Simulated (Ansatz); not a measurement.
System: sum formula BN$_{2}$H$_{4}$F, charge 0, multiplicity 1. 
Geometry from a B3LYP-D3(BJ)/def2-TZVP (Ansatz, an electronic-structure program) optimisation:
SMILES: NB(N)F
```xyz
8

B      0.0014     0.0156     0.0056
F      0.1193     1.2867     0.4613
N      1.1907    -0.7037    -0.2412
N     -1.3015    -0.4919    -0.1874
H      1.2201    -1.6480    -0.5787
H      2.0929    -0.2912    -0.0857
H     -2.1138     0.0663     0.0051
H     -1.5042    -1.4165    -0.5199
```

Computed values are from Ansatz. Cores are frozen in the correlated levels unless marked. Open shells are spin-unrestricted. Spin-orbit coupling is left out. No relativistic terms. CBS(X,Y): correlation extrapolated as X^-3; Hartree-Fock from the larger set.

```
Property                                                        Value
---------------------  ----------------------------------------------
atomisation energy De  762.7 kcal/mol at CCSD(T)/CBS(cc-pVTZ,cc-pVQZ)
total energy             -236.5435 Eh at CCSD(T)/CBS(cc-pVTZ,cc-pVQZ)
dipole moment                           2.29 D at CCSD(T)/aug-cc-pVDZ
T1 diagnostic                                   0.010 at CCSD/cc-pVQZ
```
